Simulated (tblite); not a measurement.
BH9O3Si3.
Bonds: O1–B2, B2–O3, B2–Si4, Si4–O5, O5–Si6, Si6–Si7. Hydrogens: H8 on O1; H9 on O3; H10, H11 on Si4; H12, H13 on Si6; H14, H15, H16 on Si7.

Computed with GFN2-xTB (tblite), gas phase: L-BFGS steps from a force-field or distance-geometry start until the largest atomic force falls under 0.01 eV/Å.

Step 7: E = -634.9687 eV
```
atom  x, y, z in Å  |  force x, y, z in eV/Å
O1     -3.2134    1.4326   -0.2784    0.208   0.059   0.299
B2     -2.8219    0.1974    0.1691   -0.183  -0.189  -0.066
O3     -3.7008   -0.5110    0.9622    0.302   0.054  -0.133
Si4    -1.2377   -0.7651   -0.4977   -0.215   0.420   0.313
O5      0.1445    0.0088   -0.0703    0.068   0.368   0.186
Si6     1.6327   -0.5432   -0.4363   -0.119  -0.069  -0.024
Si7     3.3250    0.7889    0.2850   -0.055   0.008   0.047
H8     -2.9029    2.1917    0.2024   -0.119   0.150  -0.174
H9     -3.6427   -0.4240    1.9026   -0.250   0.023   0.207
H10    -1.0199   -2.0591    0.1236   -0.138  -0.475   0.013
H11    -1.0704   -0.8905   -1.9270   -0.128  -0.223  -0.511
H12     1.5542   -0.6860   -1.8830    0.219  -0.139  -0.250
H13     1.6185   -1.8720    0.1639    0.219  -0.253  -0.017
H14     4.5497    0.1133   -0.1471    0.096   0.048   0.022
H15     3.3553    2.1196   -0.3239    0.051   0.084   0.109
H16     3.4224    0.9076    1.7435    0.045   0.136  -0.021
```

Step 8: E = -635.0159 eV
```
atom  x, y, z in Å  |  force x, y, z in eV/Å
O1     -3.2177    1.4502   -0.2599    0.185  -0.098   0.319
B2     -2.8273    0.2143    0.1879    0.043  -0.290  -0.235
O3     -3.6962   -0.5072    0.9742    0.333   0.050   0.050
Si4    -1.2411   -0.7759   -0.5062   -0.212   0.299   0.167
O5      0.1502   -0.0052   -0.0818   -0.043   0.270   0.138
Si6     1.6389   -0.5588   -0.4455   -0.041  -0.067  -0.044
Si7     3.3208    0.8022    0.2933   -0.043  -0.071  -0.025
H8     -2.9197    2.2316    0.1885   -0.077   0.149  -0.117
H9     -3.6803   -0.4337    1.9209   -0.270   0.081  -0.008
H10    -1.0182   -2.0899    0.1176   -0.205  -0.126  -0.132
H11    -1.0663   -0.9122   -1.9574   -0.193  -0.163  -0.052
H12     1.5566   -0.7042   -1.9019    0.252  -0.111  -0.066
H13     1.6212   -1.8969    0.1568    0.240  -0.091  -0.077
H14     4.5509    0.1274   -0.1387    0.048   0.061   0.032
H15     3.3768    2.1396   -0.3128   -0.004  -0.010   0.138
H16     3.4440    0.9277    1.7536   -0.013   0.116  -0.087
```

Task: Estimate the geometry and energy of step 9. (The exact step hangs on the optimiser's Hessian estimate; all steps are aligned on step 8, rigid shifts and turns removed.)

Result: E = -635.0420 eV, largest force 0.391 eV/Å
```
atom  x, y, z in Å  |  force x, y, z in eV/Å
O1     -3.2157    1.4567   -0.2464    0.155  -0.083   0.301
B2     -2.8317    0.2180    0.1921    0.162  -0.273  -0.228
O3     -3.6881   -0.5065    0.9828    0.329  -0.030   0.006
Si4    -1.2433   -0.7754   -0.5073   -0.131   0.119   0.018
O5      0.1524   -0.0028   -0.0824   -0.078   0.120   0.054
Si6     1.6392   -0.5676   -0.4507   -0.014  -0.037  -0.037
Si7     3.3181    0.8068    0.2966   -0.033  -0.102  -0.065
H8     -2.9285    2.2539    0.1804   -0.070   0.101  -0.096
H9     -3.7032   -0.4363    1.9286   -0.290   0.148   0.024
H10    -1.0224   -2.1086    0.1127   -0.224   0.119  -0.216
H11    -1.0692   -0.9260   -1.9744   -0.207  -0.110   0.229
H12     1.5637   -0.7151   -1.9135    0.238  -0.091   0.050
H13     1.6283   -1.9116    0.1525    0.220   0.011  -0.113
H14     4.5530    0.1349   -0.1344    0.015   0.068   0.037
H15     3.3864    2.1490   -0.3048   -0.032  -0.057   0.145
H16     3.4534    0.9395    1.7569   -0.040   0.100  -0.109
```

The energy changes by -0.0261 eV. The first-order estimate −F·Δx gives -0.0345 eV and the mean of the old and new forces, exact on a quadratic surface, -0.0261 eV. The step makes an angle of 58° with the force vector and moves no atom by more than 0.025 Å.

The cost below is that of the whole relaxation. On Arm Neoverse V1, one thread, shared host with 32 logical CPUs at a one-minute load of 24, this took 1.5 s.
